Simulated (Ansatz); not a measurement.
**A correction line for B2PLYP/def2-TZVPP: vertical ionisation energy**

The vertical ionisation energy (cation less neutral) in eV of 6 molecular compounds of Sn: x at B2PLYP/def2-TZVPP, y at CCSD(T)/def2-TZVPP. Shapes, held fixed at every level: PBE0-D4/def2-TZVP. Flexible molecules stand in one conformer, not always the lowest. Programs: Ansatz 0.2.0.

| molecule | x (eV) | y (eV) |
| --- | --- | --- |
| C3H8Cl3NSn (SMILES CC[N](C)[Sn]([Cl])([Cl])[Cl]) | 8.87 | 8.92 |
| Sn(CH3)2Cl2 (dimethyltin dichloride) | 10.19 | 10.45 |
| CH6F2GeOSn (SMILES C[O][Sn]([F])([F])[GeH3]) | 10.39 | 10.46 |
| C2H4Sn (SMILES C#[C][SnH3]) | 10.47 | ? |
| SnH3(CF3) | 11.10 | 11.24 |
| SnH4 (SMILES [SnH4]) | 11.61 | 11.71 |

**Question.** Fit y = c + s·x to the known rows and predict y for C2H4Sn.

**Answer.** 
1. Means of the 5 rows: x = 10.4320, y = 10.556.
2. Σ(Δx)² = 4.3341, Σ(Δx·Δy) = 4.4014, so the slope is 4.4014/4.3341 = 1.0155.
3. Intercept: 10.556 − (1.0155) × 10.4320 = -0.038. The largest residual of the fit is 0.14.
4. C2H4Sn: -0.038 + 1.0155 × 10.47 = 10.59 eV.

CCSD(T)/def2-TZVPP gives 10.58 eV, so the prediction is off by +0.01 eV, within the largest residual. Uncorrected, B2PLYP/def2-TZVPP misses it by -0.11 eV, and the other rows by 0.12 on average. The line removes about 90 % of this miss. Left out in turn, the other rows are missed by 0.11 eV on average, hardly better than no correction. Cations run unrestricted. For atoms past krypton def2 sets carry core potentials with scalar relativity. Relativity is left out for Ge. Outer-core shells of Ge, Sn are correlated, in sets that cover them unevenly.
